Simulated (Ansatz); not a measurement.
`F[CH2][SnH3]` → `[CH2]` (triplet) + `[F][SnH3]` at 500 K and 1 bar (formal loss of a carbene).

Isolated molecules relaxed with PBE0-D4/def2-TZVP in Ansatz; ΔE leaves out vibrations. CCSD(T)/CBS adds triple-zeta CCSD(T) − MP2 to the extrapolated MP2 energy (def2 sets, frozen cores). This one scheme is used for every species. Triplets are unrestricted, without spin–orbit coupling. def2 core potentials past Kr. For Sn outer-core shells are correlated without core-valence functions, which leaves a few kJ/mol of doubt a bond.

| species | CCSD(T)/CBS energy (Eh) | H − E (kJ/mol) | S (J/(mol·K)) |
| --- | --- | --- | --- |
| `F[CH2][SnH3]` | -354.83026 | 165.8 | 367.5 |
| `[CH2]` (triplet) | -39.09499 | 62.7 | 213.9 |
| `[F][SnH3]` | -315.62493 | 83.7 | 298.9 |

H − E and S are ideal-gas, rigid-rotor, harmonic terms from PBE0-D4/def2-TZVP, with the whole ground term of open shells counted as degenerate. 1 Eh = 2625.50 kJ/mol, R = 8.31446 J/(mol·K).

By hand: ΔE, ΔH, ΔS and ΔG.

ΔE = (-39.09499) + (-315.62493) − (-354.83026) = 0.11034 Eh = 289.7 kJ/mol. Δ(H − E) = 62.7 + 83.7 − 165.8 = -19.4, so ΔH = 270.3 kJ/mol. ΔS = 213.9 + 298.9 − 367.5 = 145.3 J/(mol·K). ΔG = 270.3 − 500 × (145.3)/1000 = 197.7 kJ/mol.

By hand: the equilibrium constant, and the temperature at which ΔG would vanish if ΔH and ΔS stayed fixed.

log₁₀ K = −ΔG/(RT ln 10) = -20.7. ΔG = 0 at ΔH/ΔS = 1860 K.

The number of gas molecules changes by +1, which sets the sign of ΔS. A doubt of 5 kJ/mol in ΔE shifts log₁₀ K by 0.5 here. A triplet takes part, so the spin changes. These are equilibria of isolated gas molecules and say nothing of rates. Largest T1 diagnostic: 0.014 (customary marks: 0.02 for closed shells, 0.045 for open ones).
